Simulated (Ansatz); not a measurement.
Calculated with Ansatz (gas phase, PBE0-D4/def2-TZVP geometries, no zero-point term in ΔE). CCSD(T)/CBS is the MP2 limit (def2-TZVPP, def2-QZVPP) plus CCSD(T) − MP2 in def2-TZVPP, frozen cores. DFT in def2-TZVPP. B3LYP here is the variant with VWN-RPA as its local correlation; programs differ in this. For Ge outer-core shells are correlated without core-valence functions, which leaves a few kJ/mol of doubt a bond. Scalar relativity is left out up to krypton. One conformer a species, not always the lowest.

Consider the substitution at a C–S bond: `CB[SiH2]SC` + `O[SiH2][O][GeH3]` → `CO[SiH2][O][GeH3]` + `CB[SiH2]S`.

```
             level  ΔE (kcal/mol)  difference from CCSD(T)/CBS
            PBE-D4           11.5                          0.1
         r2SCAN-D4           10.8                         -0.6
           PBE0-D4           11.1                         -0.3
          B3LYP-D4            9.8                         -1.6
           ωB97X-V            9.9                         -1.5
           ωB97M-V           10.6                         -0.8
            B2PLYP           10.4                         -1.0
               PBE           11.4                          0.0
            r2SCAN           10.9                         -0.5
              PBE0           11.0                         -0.4
             B3LYP            9.6                         -1.8
     HF/def2-TZVPP            7.4                         -4.0
    MP2/def2-TZVPP           12.1                          0.7
SCS-MP2/def2-TZVPP           10.7                         -0.7
   CCSD/def2-TZVPP            9.8                         -1.6
CCSD(T)/def2-TZVPP           10.4                         -1.0
     HF/def2-QZVPP            7.3                         -4.1
    MP2/def2-QZVPP           12.7                          1.3
SCS-MP2/def2-QZVPP           11.3                         -0.1
      HF/CBS(def2)            7.3                         -4.1
     MP2/CBS(def2)           13.1                          1.7
    CCSD/CBS(def2)           10.8                         -0.6
       CCSD(T)/CBS           11.4                            0
```

Largest T1 diagnostic among the species: 0.012.

In def2-TZVPP, CCSD(T) changes the Hartree–Fock value by +3.0 kcal/mol (the triples alone add +0.6 kcal/mol) and MP2 by +4.7 kcal/mol.
